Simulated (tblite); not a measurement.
Question: Give a GFN2-xTB geometry of `C=CC1C=CP(C)C=C1`.

Answer: 
```
atom  x, y, z in Å
C1    -3.2907    0.0322   -0.7897
C2    -1.9762    0.0105   -0.6927
C3    -1.2132    0.0498    0.6060
C4    -0.3376    1.2746    0.6083
C5     0.8234    1.3295   -0.0284
P6     1.4535   -0.0672   -1.0003
C7     3.2043   -0.0744   -0.3790
C8     0.7742   -1.3526    0.0854
C9    -0.3832   -1.2016    0.7131
H10   -3.7902    0.0033   -1.7432
H11   -3.9268    0.0795    0.0797
H12   -1.3446   -0.0371   -1.5715
H13   -1.9211    0.0980    1.4386
H14   -0.7144    2.1248    1.1606
H15    1.4245    2.2293   -0.0371
H16    3.6953   -0.9833   -0.7224
H17    3.7301    0.7823   -0.7971
H18    3.2343   -0.0289    0.7083
H19    1.3428   -2.2707    0.1547
H20   -0.7894   -1.9874    1.3356
```

Any rigid rotation of these coordinates is as good. Atoms count from 1 in this order. Of the pairs four or more bonds apart, P6···H12 is among the closest relative to their van der Waals radii: 2.86 Å, 95 % of the sum of Bondi's values. The C–C distances run from 1.318 Å (C1=C2, drawn double) to 1.507 Å (C2–C3, drawn single), a spread of 0.189 Å. P6 (phosphine phosphorus) is pyramidal (angles 98.7°, 98.6° and 95.4°, sum 292.8°, 0.91 Å off the plane of its three neighbours). The 3 C–P bonds span 1.814 Å (P6–C8, drawn single) to 1.858 Å (P6–C7, drawn single), a spread of 0.044 Å.

Bonds between heavy atoms (Å): C1=C2 1.318, C2–C3 1.507, C3–C4 1.506, C4=C5 1.325, C5–P6 1.815, P6–C7 1.858, P6–C8 1.814, C8=C9 1.325, C3–C9 1.506.

The geometry is computed with GFN2-xTB (gas phase).

Point group: Cs (tolerance 0.08 Å). Its GFN2-xTB frequencies are all real (lowest 61 cm⁻¹). The numbers are those of one conformer (C1–C2–C3–C4 -120°, C2–C3–C4–C5 -80°, C4–C5–P6–C7 -134°, C5–P6–C8–C9 35°, C2–C3–C9–C8 80°). 3 starts were optimised and ended at 0.00, 1.31 and 1.59 kcal/mol (GFN2-xTB); the lowest of these is shown.
